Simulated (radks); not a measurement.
The nuclear charge of the samarium ion Sm+ is varied continuously with 61 electrons held in [Xe] 4f6 6s1. All-electron calculation, Dirac Kohn-Sham, PBE, spin-unpolarised, spherical densities, finite nucleus; open shells fill j = l - 1/2 first; Fermi nuclear charge, rms radius 5.0819 fm. Program: a radial shooting solver on a logarithmic mesh with Libxc functionals. By the Hellmann-Feynman theorem dE/dZ = E(electron-nucleus)/Z, the electronic potential at the nucleus (averaged over a nucleus of fixed radius).

Z     E (hartree)  E(electron-nucleus)/Z (hartree)   HOMO  e(HOMO) (eV)  <r> HOMO (bohr)
61.5  -10228.8269                         -407.238  4f5/2        -2.469            1.122
62    -10433.6679                         -412.121  6s1/2        -8.408            3.915
62.5  -10640.9454                         -416.988  6s1/2       -12.000            3.613
63    -10850.6564                         -421.856  6s1/2       -15.968            3.371

The central difference of E at Z = 62 is -412.119 hartree, to compare with the third column; the second derivative is -9.75 hartree. No converged solution with all levels bound was reached at Z = 61.
